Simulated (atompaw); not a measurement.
# Ranking PAW (atompaw) potentials for Ag

All share these settings but for the change named:

atompaw 4.2.0.5 input, output lines left out:

```
Ag 47
GGA-PBE scalarrelativistic loggrid 1500 logderivrange -9 5 351
5 5 4 0 0 0
5 0 1
5 1 0
0 0 0
c
c
c
v
v
c
c
v
v
c
v
2
1.55 1.25 1.45 1.30
n
n
y
0.2
n
modrrkj vanderbiltortho sinc
bessel
1.55
1.55
1.40
1.55
1.55
1.55
```

Cutoff: the first of the cutoffs (Ry, on a coarse ladder) from which the occupation-weighted sum of valence levels, in a spherical-Bessel basis at the reference potential, stays within 10 and 1 mRy of its value at 400 Ry; the density cutoff is not measured.

The base gives 50 Ry.

Of 9 variants that were run, those that failed, showed a ghost or another fault, or gave nearly equal values are left out.

A variant can come out equal or close to the base.

Question: Rank these variants from softest to hardest (loose cutoff).
A. wave 4d channel at 0.2 Ry: rc 1.55 bohr becomes 4d channel at 5.11 Ry: rc 1.55 bohr
B. core [Kr], valence charge 11; reference 4d10 5s1 5p0; waves now 5s (bound): rc 2.55 bohr; 5s channel at 1.95 Ry: rc 2.55 bohr; 5p (bound): rc 2.55 bohr; 5p channel at 2.3 Ry: rc 2.55 bohr; 4d (bound): rc 2.55 bohr; 4d channel at 3.25 Ry: rc 2.25 bohr; local potential bessel scheme, radius 2.30 bohr; core correction smooth core density matched at 1.50 bohr; augmentation sinc compensation charge, radius 2.25 bohr; PAW radius 2.55 bohr; waves and projectors: modrrkj vanderbiltortho
C. wave 4s (bound): rc 1.55 bohr becomes 4s (bound): rc 1.22 bohr
D. all radii scaled by about 1.23 (s 1.90, p 1.72, d 1.90 bohr); local potential bessel scheme, radius 1.78 bohr; augmentation sinc compensation charge, radius 1.54 bohr; PAW radius 1.90 bohr; waves and projectors: modrrkj vanderbiltortho; core correction smooth core density matched at 1.60 bohr

Answer: B (15 Ry), D (40 Ry), C (50 Ry), A (60 Ry).
